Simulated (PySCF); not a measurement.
Isomers of C2H2BN. All species are isolated molecules in the gas phase. Strings in code marks are SMILES. All members: neutral, multiplicity 1. Level: B3LYP-D3(BJ)/def2-TZVP (PySCF). B3LYP has the VWN-RPA correlation part, as in Gaussian. Delta-SCF ions had no search for a lower state.  The removal energy is E(N − 1 electrons) − E(N electrons) at the parent's geometry; ε(HOMO) is measured against the vacuum level.

```tsv
species	−ε(HOMO) (eV)	vertical ionisation energy (Delta-SCF) (eV)
`B=C=C=N`	6.85	withheld
`B=NC#C`	7.02	9.51
`C=BC#N`	7.27	9.78
`B=CC#N`	7.32	9.82
`C#CB=N`	7.87	10.31
```

Question: Fit vertical ionisation energy (Delta-SCF) = a + b·x to the 4 complete rows by least squares, with x = −ε(HOMO) in eV. Give a, b and the rms residual, and predict the withheld value.

Answer: Means of the 4 rows: x̄ = 7.37, ȳ = 9.855 eV. Σ(x − x̄)² = 0.385 and Σ(x − x̄)(y − ȳ) = 0.3575, so b = 0.929 and a = ȳ − b·x̄ = 3.008 eV. The rms residual is 0.015 eV. At x = 6.85 the line gives 9.37 eV, outside the range of the fitted rows. The run for `B=C=C=N` gave 9.28 eV, so the line is off by 0.09 eV, more than twice the rms residual.

Codes: PySCF.
